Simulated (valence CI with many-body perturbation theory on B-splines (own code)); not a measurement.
Values are calculated unless marked as measured or tabulated.
**Energy levels of Ru XXXIX**

Method: configuration interaction combined with many-body perturbation theory (CI+MBPT): four valence electrons over a frozen Dirac-Fock core [He], a basis of 11 s, 11 p, 10 d, 8 f, 5 g, 2 h functions for each j, with the one-electron correlation potential Σ1 (screened to all orders), the two-electron term Σ2, the three-electron term Σ3, Breit, model QED; selected single and double excitations, second order for the rest, scaled by the run's own slope (own B-spline code, finite nucleus).

No measured spectrum was set against this ion. As an estimate, large intervals hold to a few tenths of a per cent, small ones and those within an open d or f shell to about a per cent. Among the levels kept, up to 900 cm⁻¹ of a level comes from second order outside the variational space, and about a tenth of that is noise between levels of different J, which matters for small intervals.

Levels 1 to 45 of 204, with energies above the lowest level, (2s^2 2p1/2^2) J=0. "Leading %" is the weight of the configuration and term that name the level; weights of strongly mixed levels are sums over their largest components and can fall short. In the jj column 3d3/2^4 stands for four electrons in 3d with j = 3/2.

| No. | Configuration | Term | J | E (eV) | Leading % | Leading jj | Second component |
| --- | --- | --- | --- | --- | --- | --- | --- |
| 1 | 2s2.2p2 | 3P | 0 | 0.0 | 74 | 2s^2 2p1/2^2 (99 %) | 26 % 2s2.2p2 1S |
| 2 | 2s2.2p2 | 3P | 1 | 128.9 | 100 | 2s^2 2p1/2 2p3/2 (100 %) |  |
| 3 | 2s2.2p2 | 1D | 2 | 141.9 | 59 | 2s^2 2p1/2 2p3/2 (99 %) | 41 % 2s2.2p2 3P |
| 4 | 2s.2p3 | 5S° | 2 | 265.0 | 49 | 2s 2p1/2^2 2p3/2 (91 %) | 37 % 2s.2p3 3P° |
| 5 | 2s2.2p2 | 3P | 2 | 280.0 | 58 | 2s^2 2p3/2^2 (98 %) | 41 % 2s2.2p2 1D |
| 6 | 2s2.2p2 | 1S | 0 | 310.8 | 73 | 2s^2 2p3/2^2 (98 %) | 26 % 2s2.2p2 3P |
| 7 | 2s.2p3 | 3D° | 1 | 315.2 | 44 | 2s 2p1/2^2 2p3/2 (94 %) | 23 % 2s.2p3 3P° |
| 8 | 2s.2p3 | 3D° | 2 | 389.1 | 53 | 2s 2p1/2 2p3/2^2 (93 %) | 38 % 2s.2p3 5S° |
| 9 | 2s.2p3 | 3D° | 3 | 415.5 | 100 | 2s 2p1/2 2p3/2^2 (100 %) |  |
| 10 | 2s.2p3 | 3P° | 0 | 443.2 | 100 | 2s 2p1/2 2p3/2^2 (100 %) |  |
| 11 | 2s.2p3 | 3D° | 1 | 453.3 | 36 | 2s 2p1/2 2p3/2^2 (96 %) | 32 % 2s.2p3 3S° |
| 12 | 2s.2p3 | 1D° | 2 | 463.0 | 66 | 2s 2p1/2 2p3/2^2 (93 %) | 22 % 2s.2p3 3D° |
| 13 | 2s.2p3 | 3P° | 1 | 468.7 | 38 | 2s 2p1/2 2p3/2^2 (95 %) | 30 % 2s.2p3 1P° |
| 14 | 2s.2p3 | 3P° | 2 | 576.8 | 50 | 2s 2p3/2^3 (93 %) | 28 % 2s.2p3 1D° |
| 15 | 2p4 | 3P | 2 | 616.2 | 72 | 2p1/2^2 2p3/2^2 (98 %) | 26 % 2p4 1D |
| 16 | 2s.2p3 | 1P° | 1 | 620.5 | 48 | 2s 2p3/2^3 (95 %) | 28 % 2s.2p3 3S° |
| 17 | 2p4 | 1S | 0 | 650.1 | 55 | 2p1/2^2 2p3/2^2 (97 %) | 44 % 2p4 3P |
| 18 | 2p4 | 3P | 1 | 752.2 | 100 | 2p1/2 2p3/2^3 (100 %) |  |
| 19 | 2p4 | 1D | 2 | 766.4 | 73 | 2p1/2 2p3/2^3 (99 %) | 27 % 2p4 3P |
| 20 | 2p4 | 3P | 0 | 920.7 | 55 | 2p3/2^4 (98 %) | 44 % 2p4 1S |
| 21 | 2s2.2p.3s | 3P° | 0 | 3172.7 | 98 | 2s^2 2p1/2 3s (98 %) |  |
| 22 | 2s2.2p.3s | 3P° | 1 | 3174.9 | 68 | 2s^2 2p1/2 3s (99 %) | 31 % 2s2.2p.3s 1P° |
| 23 | 2s2.2p.3p | 3D | 1 | 3215.9 | 72 | 2s^2 2p1/2 3p1/2 (99 %) | 23 % 2s2.2p.3p 1P |
| 24 | 2s2.2p.3p | 3P | 0 | 3237.7 | 71 | 2s^2 2p1/2 3p1/2 (97 %) | 27 % 2s2.2p.3p 1S |
| 25 | 2s2.2p.3p | 3P | 1 | 3262.6 | 41 | 2s^2 2p1/2 3p3/2 (90 %) | 28 % 2s2.2p.3p 3S |
| 26 | 2s2.2p.3p | 3D | 2 | 3266.5 | 58 | 2s^2 2p1/2 3p3/2 (98 %) | 26 % 2s2.2p.3p 1D |
| 27 | 2s.2p2.3s | 5P | 1 | 3298.6 | 57 | 2s 2p1/2^2 3s (84 %) | 20 % 2s.2p2.3s 3S |
| 28 | 2s2.2p.3d | 3F° | 2 | 3303.6 | 74 | 2s^2 2p1/2 3d3/2 (99 %) | 20 % 2s2.2p.3d 1D° |
| 29 | 2s.2p2.3s | 3P | 0 | 3314.8 | 76 | 2s 2p1/2^2 3s (92 %) | 22 % 2s.2p2.3s 1S |
| 30 | 2s2.2p.3s | 3P° | 2 | 3316.2 | 75 | 2s^2 2p3/2 3s (75 %) | 11 % 2s2.2p.3d 3P° |
| 31 | 2s2.2p.3d | 3D° | 1 | 3318.2 | 51 | 2s^2 2p1/2 3d3/2 (94 %) | 27 % 2s2.2p.3d 1P° |
| 32 | 2s2.2p.3s | 1P° | 1 | 3323.1 | 67 | 2s^2 2p3/2 3s (97 %) | 30 % 2s2.2p.3s 3P° |
| 33 | 2s2.2p.3d | 3F° | 3 | 3325.3 | 52 | 2s^2 2p1/2 3d5/2 (98 %) | 26 % 2s2.2p.3d 1F° |
| 34 | 2s2.2p.3d | 3P° | 2 | 3325.8 | 34 | 2s^2 2p1/2 3d5/2 (76 %) | 27 % 2s2.2p.3d 3D° |
| 35 | 2s.2p2.3p | 5D° | 0 | 3341.3 | 59 | 2s 2p1/2^2 3p1/2 (92 %) | 37 % 2s.2p2.3p 3P° |
| 36 | 2s.2p2.3p | 5D° | 1 | 3343.3 | 31 | 2s 2p1/2^2 3p1/2 (87 %) | 28 % 2s.2p2.3p 3P° |
| 37 | 2s2.2p.3p | 3P | 1 | 3369.6 | 52 | 2s^2 2p3/2 3p1/2 (94 %) | 21 % 2s2.2p.3p 3S |
| 38 | 2s2.2p.3p | 3D | 2 | 3372.3 | 39 | 2s^2 2p3/2 3p1/2 (94 %) | 31 % 2s2.2p.3p 1D |
| 39 | 2s.2p2.3p | 5P° | 2 | 3388.7 | 28 | 2s 2p1/2^2 3p3/2 (90 %) | 26 % 2s.2p2.3p 5D° |
| 40 | 2s.2p2.3p | 3D° | 1 | 3393.2 | 41 | 2s 2p1/2^2 3p3/2 (91 %) | 17 % 2s.2p2.3p 1P° |
| 41 | 2s2.2p.3p | 3D | 3 | 3401.7 | 91 | 2s^2 2p3/2 3p3/2 (91 %) | 5 % 2s.2p2.3s 3D |
| 42 | 2s2.2p.3p | 1P | 1 | 3403.0 | 47 | 2s^2 2p3/2 3p3/2 (95 %) | 42 % 2s2.2p.3p 3S |
| 43 | 2s.2p2.3s | 5P | 2 | 3405.2 | 83 | 2s 2p1/2 2p3/2 3s (92 %) | 5 % 2s.2p2.3s 3P |
| 44 | 2s2.2p.3p | 3P | 2 | 3418.7 | 51 | 2s^2 2p3/2 3p3/2 (85 %) | 36 % 2s2.2p.3p 1D |
| 45 | 2s.2p2.3s | 3P | 1 | 3422.9 | 72 | 2s 2p1/2 2p3/2 3s (93 %) | 15 % 2s.2p2.3s 5P |

The ionisation energy to 2s2.2p 2P°_1/2 of the next ion comes out as 5656.5 eV (NIST: 5647 ± 6 eV (semi-empirical)). All 204 levels together are meant to be complete up to 3875.0 eV.
